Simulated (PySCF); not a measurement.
**Name the molecule from its bond curve**

A diatomic of charge 0 contains Nd. Its sextet curve at PBE in a double-zeta basis (spin-free X2C with a Gaussian nucleus, PySCF), in eV from the separated fragments:

```json
{"R (Å)": "1.836", "E (eV)": "-1.858"}
{"R (Å)": "1.921", "E (eV)": "-2.032"}
{"R (Å)": "2.007", "E (eV)": "-2.131"}
{"R (Å)": "2.071", "E (eV)": "-2.166"}
{"R (Å)": "2.135", "E (eV)": "-2.174"}
{"R (Å)": "2.199", "E (eV)": "-2.159"}
{"R (Å)": "2.284", "E (eV)": "-2.111"}
{"R (Å)": "2.391", "E (eV)": "-2.016"}
{"R (Å)": "2.519", "E (eV)": "-1.867"}
{"R (Å)": "2.690", "E (eV)": "-1.637"}
```

The fit gives ωe = 1249 cm⁻¹ and the rotational constant Bₑ = 3.738 cm⁻¹.

**Question.** Which atom is the partner?

**Answer.** The minimum lies at 2.123 Å, so the reduced mass is 16.8576 u Å² cm⁻¹/(Bₑ·Re²) = 1.001 u. With Nd at 141.91 u the partner weighs about 1.0 u: H. The molecule is NdH.

Spin–orbit coupling is left out. Counting both spins, an empty level lies below a filled one in this solution, because spin and occupation are held. With d or f electrons several states lie close, and the lowest PBE0 determinant need not be the measured ground state.
